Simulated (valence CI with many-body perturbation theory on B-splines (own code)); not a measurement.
# Gd L: electric-dipole lines

Level of theory: relativistic CI+MBPT: five valence electrons over a frozen Dirac-Fock core [Ne], radial functions for each j: 9 s, 9 p, 8 d, 6 f, 3 g, 1 h, with the one-electron correlation potential Σ1 (screened to all orders), the two-electron term Σ2, the three-electron term Σ3, Breit, model QED; selected single and double excitations, second order for the rest (own B-spline code, finite nucleus).

No measured spectrum was set against this ion. As an estimate, large intervals hold to a few tenths of a per cent, small ones and those within an open d or f shell to about a per cent. Among the levels kept, up to 610 cm⁻¹ of a level comes from second order outside the variational space, and about a tenth of that is noise between levels of different J, which matters for small intervals.

Lines 51 to 100 of 208 in falling wavelength, among levels below 4769.3 × 10³ cm⁻¹, chosen from the strongest by gf and those to the six lowest levels. Wavelengths and rates use the calculated energies. Electric multipoles are in the length gauge, E1 and E2 with the static RPA response of the core. Weak lines are less certain than strong ones. Lines between different terms over intervals too small for the method are left out, as are lines whose strength nearly cancels. The highest levels of a list are the least certain.

Levels are named by their leading jj configuration (3d3/2^4 stands for four electrons in 3d with j = 3/2), which in mixed levels can hold well under half, so a name can repeat and another be missing. Letters in brackets count levels of one name in rising energy.

```
λ vac (Å)                               Upper                               Lower   A (s⁻¹)  log gf  Branch %
    81.54  (3s 3p1/2^2 3p3/2 3d5/2) J=5/2 [b]  (3s^2 3p1/2 3p3/2 3d5/2) J=7/2 [b]  2.31e+10   -0.86       4.8
    80.27          (3s 3p1/2^2 3p3/2^2) J=3/2          (3s^2 3p1/2 3p3/2^2) J=5/2  2.33e+10   -1.05       6.5
    79.16  (3s 3p1/2^2 3p3/2 3d3/2) J=3/2 [b]  (3s^2 3p1/2 3p3/2 3d3/2) J=1/2 [a]  4.41e+09   -1.78       1.9
    79.05  (3s 3p1/2^2 3p3/2 3d3/2) J=3/2 [b]  (3s^2 3p1/2 3p3/2 3d3/2) J=3/2 [a]  3.60e+09   -1.87       1.5
    78.54  (3s 3p1/2^2 3p3/2 3d5/2) J=7/2 [a]  (3s^2 3p1/2 3p3/2 3d5/2) J=7/2 [a]  2.63e+09   -1.71       1.5
    78.41            (3s 3p1/2 3p3/2^3) J=1/2                (3s^2 3p3/2^3) J=3/2  2.00e+10   -1.43       2.3
    77.96  (3s 3p1/2^2 3p3/2 3d3/2) J=3/2 [b]  (3s^2 3p1/2 3p3/2 3d3/2) J=5/2 [a]  1.53e+10   -1.25       6.4
    77.84          (3s^2 3p1/2 3d3/2^2) J=5/2  (3s^2 3p1/2 3p3/2 3d3/2) J=3/2 [b]  1.68e+09   -2.04       0.3
    77.48        (3s 3p1/2 3p3/2^3) J=3/2 [b]                (3s^2 3p3/2^3) J=3/2  1.55e+10   -1.25       1.6
    77.43  (3s 3p1/2^2 3p3/2 3d3/2) J=5/2 [a]          (3s 3p1/2^2 3p3/2^2) J=3/2  4.71e+09   -1.60      18.5
    77.31  (3s 3p1/2^2 3p3/2 3d5/2) J=7/2 [b]  (3s^2 3p1/2 3p3/2 3d5/2) J=5/2 [a]  4.52e+08   -2.49       0.1
    77.13  (3s 3p1/2^2 3p3/2 3d3/2) J=5/2 [b]      (3s^2 3p1/2 3p3/2 3d3/2) J=7/2  2.99e+10   -0.80       6.6
    76.93  (3s 3p1/2^2 3p3/2 3d5/2) J=7/2 [b]      (3s^2 3p1/2 3p3/2 3d5/2) J=9/2  2.53e+10   -0.75       5.7
    76.67  (3s 3p1/2^2 3p3/2 3d3/2) J=3/2 [a]          (3s 3p1/2^2 3p3/2^2) J=1/2  2.54e+09   -2.05       5.7
    76.53  (3s 3p1/2^2 3p3/2 3d3/2) J=3/2 [a]          (3s 3p1/2^2 3p3/2^2) J=3/2  3.22e+09   -1.95       7.2
    76.01  (3s 3p1/2^2 3p3/2 3d3/2) J=1/2 [a]          (3s 3p1/2^2 3p3/2^2) J=1/2  2.91e+09   -2.30      12.3
    75.87  (3s 3p1/2^2 3p3/2 3d3/2) J=1/2 [a]          (3s 3p1/2^2 3p3/2^2) J=3/2  2.41e+09   -2.38      10.2
    75.36          (3s 3p1/2^2 3p3/2^2) J=3/2          (3s^2 3p1/2 3p3/2^2) J=3/2  9.92e+09   -1.47       2.8
    75.22          (3s 3p1/2^2 3p3/2^2) J=1/2          (3s^2 3p1/2 3p3/2^2) J=3/2  1.05e+08   -3.75       0.0
    74.50          (3s^2 3p1/2 3d3/2^2) J=5/2  (3s^2 3p1/2 3p3/2 3d3/2) J=5/2 [b]  4.19e+09   -1.68       0.7
    74.15                (3s^2 3p3/2^3) J=3/2          (3s^2 3p1/2^2 3d3/2) J=3/2  1.02e+07   -4.48       9.8
    73.72  (3s^2 3p1/2 3p3/2 3d3/2) J=3/2 [a]          (3s^2 3p1/2 3p3/2^2) J=1/2  1.12e+09   -2.44       1.3
    73.63  (3s^2 3p1/2 3p3/2 3d3/2) J=1/2 [a]          (3s^2 3p1/2 3p3/2^2) J=1/2  1.18e+09   -2.72      17.1
    73.49  (3s 3p1/2^2 3p3/2 3d3/2) J=5/2 [b]  (3s^2 3p1/2 3p3/2 3d3/2) J=3/2 [a]  3.14e+09   -1.82       0.7
    72.16  (3s 3p1/2^2 3p3/2 3d3/2) J=1/2 [b]  (3s^2 3p1/2 3p3/2 3d3/2) J=1/2 [a]  4.98e+09   -2.11       1.0
    72.08  (3s 3p1/2^2 3p3/2 3d5/2) J=7/2 [b]  (3s^2 3p1/2 3p3/2 3d5/2) J=7/2 [a]  1.18e+10   -1.13       2.7
    72.07  (3s 3p1/2^2 3p3/2 3d3/2) J=1/2 [b]  (3s^2 3p1/2 3p3/2 3d3/2) J=3/2 [a]  2.89e+10   -1.35       5.7
    71.70  (3s 3p1/2^2 3p3/2 3d5/2) J=3/2 [b]  (3s^2 3p1/2 3p3/2 3d5/2) J=5/2 [a]  9.17e+09   -1.55       1.9
    70.73  (3s 3p1/2^2 3p3/2 3d5/2) J=5/2 [b]  (3s^2 3p1/2 3p3/2 3d5/2) J=3/2 [a]  4.55e+09   -1.69       0.9
    70.13  (3s 3p1/2^2 3p3/2 3d5/2) J=3/2 [b]  (3s^2 3p1/2 3p3/2 3d5/2) J=3/2 [a]  1.41e+09   -2.38       0.3
    69.41  (3s^2 3p1/2 3p3/2 3d3/2) J=5/2 [a]          (3s^2 3p1/2 3p3/2^2) J=5/2  3.20e+09   -1.86      67.4
    68.57  (3s^2 3p1/2 3p3/2 3d3/2) J=3/2 [a]          (3s^2 3p1/2 3p3/2^2) J=5/2  8.17e+09   -1.64       9.3
    67.79  (3s 3p1/2^2 3p3/2 3d3/2) J=3/2 [b]          (3s 3p1/2^2 3p3/2^2) J=1/2  2.72e+09   -2.13       1.1
    67.68  (3s 3p1/2^2 3p3/2 3d3/2) J=3/2 [b]          (3s 3p1/2^2 3p3/2^2) J=3/2  7.62e+09   -1.68       3.2
    66.97  (3s 3p1/2^2 3p3/2 3d3/2) J=5/2 [a]          (3s 3p1/2^2 3p3/2^2) J=5/2  5.61e+09   -1.65      22.0
    66.30  (3s 3p1/2^2 3p3/2 3d3/2) J=3/2 [a]          (3s 3p1/2^2 3p3/2^2) J=5/2  1.11e+10   -1.53      24.9
    65.71  (3s^2 3p1/2 3p3/2 3d3/2) J=5/2 [a]          (3s^2 3p1/2 3p3/2^2) J=3/2  1.79e+07   -4.16       0.4
    65.67      (3s^2 3p1/2 3p3/2 3d3/2) J=7/2          (3s^2 3p1/2 3p3/2^2) J=5/2  2.20e+08   -2.94      99.8
    65.17          (3s^2 3p1/2^2 3d3/2) J=3/2          (3s^2 3p1/2^2 3p3/2) J=3/2  7.14e+09   -1.74     100.0
    64.95  (3s^2 3p1/2 3p3/2 3d3/2) J=3/2 [a]          (3s^2 3p1/2 3p3/2^2) J=3/2  6.56e+08   -2.78       0.7
    64.88  (3s^2 3p1/2 3p3/2 3d3/2) J=1/2 [a]          (3s^2 3p1/2 3p3/2^2) J=3/2  2.49e+09   -2.50      36.2
    64.30      (3s 3p1/2^2 3p3/2 3d3/2) J=7/2          (3s 3p1/2^2 3p3/2^2) J=5/2  1.39e+09   -2.16       6.2
    64.28          (3s^2 3p1/2 3d3/2^2) J=1/2  (3s^2 3p1/2 3p3/2 3d3/2) J=1/2 [b]  9.38e+09   -1.93       0.7
    62.50  (3s 3p1/2^2 3p3/2 3d3/2) J=1/2 [b]          (3s 3p1/2^2 3p3/2^2) J=3/2  4.44e+09   -2.28       0.9
    62.38          (3s^2 3p1/2 3d3/2^2) J=5/2  (3s^2 3p1/2 3p3/2 3d3/2) J=3/2 [a]  2.24e+09   -2.10       0.4
    62.17  (3s 3p1/2^2 3p3/2 3d5/2) J=3/2 [a]  (3s^2 3p1/2 3p3/2 3d3/2) J=5/2 [a]  1.72e+09   -2.40       1.3
    61.70          (3s^2 3p1/2 3d3/2^2) J=5/2  (3s^2 3p1/2 3p3/2 3d3/2) J=5/2 [a]  3.78e+09   -1.89       0.6
    59.71  (3s^2 3p1/2 3p3/2 3d3/2) J=3/2 [b]          (3s^2 3p1/2 3p3/2^2) J=1/2  2.58e+08   -3.26       0.0
    59.65  (3s^2 3p1/2 3p3/2 3d3/2) J=1/2 [b]          (3s^2 3p1/2 3p3/2^2) J=1/2  3.37e+08   -3.44       0.0
    59.55  (3s 3p1/2^2 3p3/2 3d3/2) J=3/2 [b]          (3s 3p1/2^2 3p3/2^2) J=5/2  2.97e+09   -2.20       1.3
```

Task: How does gf follow from A for the line at 76.67 Å?

Result: gf = 1.4992 × (2J+1)_upper × A / σ², with σ = 1304290 cm⁻¹ and 2J+1 = 4: gf = 0.00896.
